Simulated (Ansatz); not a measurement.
C₆H₁₃NO, SMILES `CCCCNC(C)=O` at its PBE0-D4/def2-TZVP geometry, where that method's forces vanish. Charge 0, multiplicity 1.

```xyz
21

C    -1.4691    0.2111   -3.0561
C    -0.2088    0.4697   -2.2492
C    -0.4186    0.2936   -0.7552
C     0.8495    0.5510    0.0431
N     0.6810    0.3660    1.4649
C     0.8337   -0.8470    2.0509
C     0.5527   -0.8967    3.5320
O     1.1821   -1.8332    1.4309
H    -2.2710    0.8956   -2.7653
H    -1.8329   -0.8078   -2.8988
H    -1.2941    0.3403   -4.1265
H     0.1545    1.4849   -2.4494
H     0.5861   -0.2077   -2.5812
H    -1.2112    0.9692   -0.4105
H    -0.7583   -0.7254   -0.5440
H     1.2117    1.5686   -0.1326
H     1.6319   -0.1396   -0.2787
H     0.3208    1.1245    2.0157
H     0.3086    0.0738    3.9670
H    -0.2766   -1.5846    3.7055
H     1.4280   -1.3063    4.0375
```

What forces (eV/Å) does r2SCAN-D4/def2-TZVPP give on these atoms in Ansatz 0.2.0? (An estimate is asked.)

Computed: 
```
C1  -0.119 -0.025 -0.081
C2   0.125  0.036 -0.070
C3  -0.136 -0.043  0.055
C4   0.161  0.071 -0.169
N5  -0.039  0.189  0.078
C6  -0.067  0.068  0.233
C7  -0.029  0.026  0.132
O8   0.128 -0.363 -0.246
H9   0.013 -0.011 -0.001
H10  0.006  0.017  0.000
H11 -0.008 -0.003  0.017
H12  0.004  0.001  0.005
H13  0.003  0.001  0.005
H14 -0.006  0.003  0.003
H15 -0.002 -0.006  0.004
H16 -0.007  0.005 -0.001
H17 -0.005 -0.007  0.004
H18 -0.022  0.057  0.022
H19 -0.001 -0.017  0.010
H20  0.020  0.005  0.005
H21 -0.020 -0.002 -0.005
```
